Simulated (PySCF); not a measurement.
**Electron correlation in Sr(3+) (strontium, charge +3)**

[Ar] 3d10 4s2 4p5, 2P determinant. All numbers are calculated (PySCF 2.14, scalar relativity by spin-free X2C-1e, in Sapporo-DKH3-DZP-2012 (7s6p2d, 35 functions)). Frozen: [Ar] 3d10 4s2; 5 electrons correlated.

Total MP2 correlation energy: -76.00 mhartree.

Same-spin part -22.97 and opposite-spin part -53.04 mhartree; SCS-MP2 scales them by 1/3 and 6/5 to -71.30 mhartree.

```csv
level,correlation energy (mhartree)
CCSD,-86.60
(T),-0.06
CCSD(T),-86.66
```

Diagnostics: T1 = 0.0010, D1 = 0.0017, largest double amplitude 0.039.

Cost of the coupled-cluster step: 0.11 s of wall time on 1 thread of Neoverse-V2 (shared host), for 5 correlated electrons.

Iterations:

```
CC2 = 0
CCSD nocc = (np.int64(3), np.int64(2)), nmo = (20, 20)
frozen orbitals [[0, 1, 2, 3, 4, 5, 6, 7, 8, 9, 10, 11, 12, 13, 14], [0, 1, 2, 3, 4, 5, 6, 7, 8, 9, 10, 11, 12, 13, 14]]
max_cycle = 100
direct = 0
conv_tol = 1e-08
conv_tol_normt = 1e-06
diis_space = 8
diis_start_cycle = 0
Init t2, MP2 energy = -0.0760041626849148
Init E_corr(UCCSD) = -0.076004162692249
cycle = 1  E_corr(UCCSD) = -0.0851619540608945  dE = -0.00915779137  norm(t1,t2) = 0.019597
cycle = 2  E_corr(UCCSD) = -0.0863335337601188  dE = -0.0011715797  norm(t1,t2) = 0.00387101
cycle = 3  E_corr(UCCSD) = -0.0866036976421064  dE = -0.000270163882  norm(t1,t2) = 0.00110847
cycle = 4  E_corr(UCCSD) = -0.0865954278358251  dE = 8.26980628e-06  norm(t1,t2) = 0.000106439
cycle = 5  E_corr(UCCSD) = -0.0865956927676898  dE = -2.64931865e-07  norm(t1,t2) = 1.84853e-05
cycle = 6  E_corr(UCCSD) = -0.0865956551934872  dE = 3.75742026e-08  norm(t1,t2) = 2.02937e-06
cycle = 7  E_corr(UCCSD) = -0.0865956602502354  dE = -5.05674821e-09  norm(t1,t2) = 1.37973e-07
UCCSD converged
E(UCCSD) = -3175.139837310265  E_corr = -0.08659566025023545
UCCSD(T) correction = -6.3496120707007e-05
```
